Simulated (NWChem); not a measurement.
# SiHOCl$_{2}$F; SMILES Cl[Si](Cl)(O)F

```xyz
6

O     -1.2921    -0.0997    -1.3477
Si    -0.3355    -0.0116    -0.0092
F     -1.2270     0.0284     1.3459
Cl     0.8204    -1.6909     0.0262
Cl     0.8168     1.6899    -0.0032
H     -1.7554     0.7208    -1.5944
```
Atoms are numbered in this order, from 1.

Program: NWChem. Structure relaxed at the PBE-D3(BJ)/def2-SVP level. Total energies of different functionals are on different scales.

| level | energy (Ha) | highest occupied level (eV) | orbital gap (eV) | dipole (D) |
|---|---|---|---|---|
| B3LYP/def2-SVP | -1385.2945 | -9.09 | 9.05 | 1.84 |
| PBE/def2-SVP | -1384.5548 | -7.92 | 7.14 | 1.82 |
| LRC-wPBEh/def2-SVP | -1384.6866 | -11.39 | 13.33 | 1.90 |
| LDA (Slater exchange, VWN5)/def2-SVP | -1379.9774 | -8.01 | 7.03 | 1.86 |
| TPSSh/def2-SVP | -1385.2912 | -8.74 | 8.52 | 1.88 |
| KT2/def2-SVP | -1396.8921 | -8.05 | 7.04 | 1.78 |
| PW6B95/def2-SVP | -1386.4111 | -9.53 | 9.76 | 1.86 |
